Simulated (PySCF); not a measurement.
B(F)2(SeH), HBF2Se, SMILES FB(F)[SeH], PBE0/def2-SVP optimised geometry.

```
5

B     -0.66     0.16     0.00
F     -1.30     1.31     0.00
F     -1.36    -0.95     0.00
Se     1.28     0.16     0.00
H      1.36    -1.31    -0.02
```

Density from PBE0/def2-TZVP run with PySCF at that geometry.

Minimum of the electron density along straight lines between bonded atoms, close to the bond critical point (lines longer than 1.1 times the sum of covalent radii, or with two minima, are not listed):

```tsv
bond	length / Å	ρ at the minimum / e bohr⁻³	∇²ρ there / e bohr⁻⁵	position (fraction from the first atom)
B1–F2	1.317	0.210	1.30	0.34
B1–F3	1.317	0.209	1.29	0.34
B1–Se4	1.940	0.145	-0.30	0.38
Se4–H5	1.469	0.176	-0.33	0.63
```
